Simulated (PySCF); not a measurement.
Compound: C6H6F4.
SMILES: `FC(F)(F)[C@]12C[C@](F)(C1)C2`

Torsions of this conformer, `[F:1][C:2]([F:3])([F:4])[C@:5]12[CH2:6][C@:7]([F:8])([CH2:9]1)[CH2:10]2`: F1–C2–C5–C6 -60°.

The closed-shell ground state was solved at several levels (PySCF, density fitting, gas phase, non-relativistic). Geometry: PBE0-D3(BJ)/def2-SVP; no solvent, vibrations or thermal averaging.

```tsv
level	basis functions	total energy (Eh)	HOMO (eV)	LUMO (eV)	gap (eV)	dipole (D)
B3LYP/pcJ-1	330	-631.5651	-9.15	1.15	10.30	0.70
wB97X-D/pcSseg-1	200	-631.3194	-11.35	3.28	14.63	0.71
PBE0/def2-SVPD	260	-630.4883	-9.52	0.57	10.09	0.66
```

Problem. What might PBE0/pcSseg-1 (200 basis functions) give for the same quantities?

Solution. Total energy -630.8630 Eh, HOMO -9.43 eV, LUMO 1.46 eV, gap 10.89 eV, dipole 0.70 D.

Problem. Over all these levels, which gives the widest orbital gap and which the narrowest?

Solution. wB97X-D/pcSseg-1 (range-separated hybrid) has the widest, 14.63 eV, and PBE0/def2-SVPD (global hybrid, 25 % exact exchange) the narrowest, 10.09 eV. Functional and basis both differ between the two, so the spread mixes both effects.

Problem. How far do the dipole and the HOMO energy spread over the levels?

Solution. The dipole runs from 0.66 to 0.71 D (mean 0.69 D) and the HOMO from -11.35 to -9.15 eV.

The pairwise dispersion term of wB97X-D wasn't added to the energies; at a given geometry it leaves orbitals and properties as they are.
